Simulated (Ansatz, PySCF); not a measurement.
Donor–acceptor adduct: BH3 (SMILES B) (first 4 atoms) with AsH3 (SMILES [AsH3]); geometry from B3LYP-D3(BJ)/def2-TZVP, rigid monomers moved along the line of their centres of mass till B1···As5 is 2.93 Å.
(charge 0, multiplicity 1):
```xyz
8

B     -0.00516    -0.05977     0.62956
H     -0.86618     0.77756     0.57872
H     -0.35292    -1.18244     0.37704
H      1.06646     0.26575     0.19285
As     0.52700    -0.21744     3.50365
H     -0.59506    -0.60734     4.43545
H      0.99969     1.01872     4.23013
H      1.57536    -1.18267     4.00223
```

Interaction energies are E(AB) − E(A) − E(B) at the monomers' geometry in the complex; basis-set methods are counterpoise corrected. Rows marked so take none.

Correlated levels freeze the cores. Filled d and f shells under p-block atoms count as core. CBS(a, b) extrapolates the correlation energy as X⁻³ and adds the Hartree–Fock energy of set b. Rows in 6-31G* carry no dispersion term and start afresh at each structure (6-31G* with six Cartesian d functions); the Pople sets are all-electron and without relativity. MP2/6-31G* freezes PySCF's default core, which leaves 3d correlated.

Codes used: Ansatz (an electronic-structure program) with Gaussian orbitals; PySCF for 6-31G* rows, the dispersion terms. Each number belongs to the level named beside it.

```json
[
 {"level": "PBE-D3(BJ)/def2-TZVPPD", "interaction energy (kcal/mol)": "-14.39"},
 {"level": "B3LYP/6-31G* (no counterpoise)", "interaction energy (kcal/mol)": "-10.64"},
 {"level": "B3LYP/def2-TZVPPD", "interaction energy (kcal/mol)": "-10.39"},
 {"level": "PBE0-D4/def2-TZVPPD", "interaction energy (kcal/mol)": "-13.39"},
 {"level": "M06-2X/6-31G* (no counterpoise)", "interaction energy (kcal/mol)": "-11.75"},
 {"level": "MP2/6-31G*", "interaction energy (kcal/mol)": "(withheld)"},
 {"level": "MP2/aug-cc-pVTZ", "interaction energy (kcal/mol)": "-11.31"},
 {"level": "MP2/CBS(aug-cc-pVDZ, aug-cc-pVTZ)", "interaction energy (kcal/mol)": "-11.56"},
 {"level": "CCSD(T)/CBS(aug-cc-pVDZ, aug-cc-pVTZ)", "interaction energy (kcal/mol)": "-11.24"}
]
```

Task: Some entries are withheld; supply them.

Result: 
- MP2/6-31G*, interaction energy (kcal/mol): -9.27
